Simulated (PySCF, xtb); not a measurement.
GaH, SMILES [GaH] (connectivity only; charge and spin as stated), neutral, multiplicity 1.

Harmonic wavenumbers (cm⁻¹) from GFN2-xTB (xtb) at its own minimum, in rising order: 914.

Task: What does B3LYP-D3(BJ)/def2-TZVPD (PySCF) give at its own minimum? (An estimate is asked for; the answer gives what the named calculation found.)

Result: 1563. Paired by order, the mean absolute difference is 649 cm⁻¹ and the zero-point energies are 1.3 and 2.2 kcal/mol.
